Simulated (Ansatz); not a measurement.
Job for Ansatz (a first-principles code): R-r2SCAN/def2-TZVPPD on ClH3Si (SMILES [SiH3]Cl) with ghost functions, monomers drawn apart or pushed together. Files ending in .json are basis or fitting sets from the Basis Set Exchange.

Ansatz 0.2 input:
```yaml
crystal:
  periodic: [false, false, false]
  atoms:
    - {symbol: Si, position_ang: [-0.92703308, -0.04246856, 3.52168694]}
    - {symbol: Cl, position_ang: [1.09030288, 0.39160885, 3.64548351]}
    - {symbol: H, position_ang: [-1.58724172, 1.01642609, 2.73537420]}
    - {symbol: H, position_ang: [-1.47406665, -0.08379540, 4.89203757]}
    - {symbol: H, position_ang: [-1.08565951, -1.35291163, 2.86388342]}
basis:
  gaussian:
    orbitals: def2-TZVPPD.json
    ghost_atoms:
      - {symbol: C, position_ang: [0.00177899, -0.09046503, 0.20816642]}
      - {symbol: H, position_ang: [0.38483717, -0.03687533, -0.80989607]}
      - {symbol: H, position_ang: [-0.33411219, -1.10567794, 0.41539288]}
      - {symbol: H, position_ang: [0.79038180, 0.18139651, 0.90802214]}
      - {symbol: H, position_ang: [-0.83479929, 0.59879233, 0.31607937]}
hamiltonian:
  xc: {name: r2SCAN}
scf: {lower_state_search: off}
```

The log:

```
Functional definition: r2SCAN
[...]
these checks for a lower state are left out or cut short: stability, starts, cluster_reference, orbital_swaps, neighbouring_geometries, increment
integrals: 0.19 GiB planned
1170 factors; their error is unknown
mean field: 1.24 GiB planned
mean field evaluation 1: about -20448.7625 eV, gradient 1.4e1 eV
mean field evaluation 2: about -20449.0667 eV, gradient 1.1e1 eV
mean field evaluation 4: about -20449.3189 eV, gradient 8.4e-1 eV
mean field evaluation 8: about -20449.2993 eV, gradient 2.5e-1 eV
mean field evaluation 16: about -20449.2994 eV, gradient 2.9e-6 eV
mean field -20449.29936537 eV, -751.4978906445 hartree, gradient 3.4e-6 eV, S^2 0.000000; 0 other end points of the search recorded, 0 dependent functions left out
reference -20449.29938432 eV, -751.4978913409 hartree; 17, 17 occupied and 238, 238 virtual orbitals, 1170 factors
Total energy: -20449.29938432 eV, -751.4978913409 hartree
Checks for a lower state left out: stability, starts, cluster_reference, orbital_swaps, neighbouring_geometries, increment
```

The calculation finished and met its thresholds.

Cost: around 5 core-seconds (rough).
